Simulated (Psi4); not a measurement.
Cl3OSi (SMILES [O][Si](Cl)(Cl)Cl), doublet, at a GFN2-xTB geometry.

Psi4 was given this input:
```
memory 2 GB

molecule mol {
0 2
O     0.044992   -0.010084    1.979471
Si    0.010409   -0.002333    0.457979
Cl    1.758129   -0.614132   -0.479551
Cl   -0.360113    1.842008   -0.418892
Cl   -1.427762   -1.221209   -0.410231
}

set {
  basis sto-3g
  reference uhf
  stability_analysis follow
  scf_type pk
}

energy('scf')
print_variables()
```

### Question
What total energy does HF/STO-3G in Psi4 1.11 give?

### Answer
-1723.3039 Eh

### Question
Estimate the <S^2> that HF/STO-3G returns for this input.

### Answer
0.755

### Question
Give the number of basis functions at the level HF/STO-3G.

### Answer
41

These values belong to the state on which the SCF converged, which isn't shown to be the lowest.
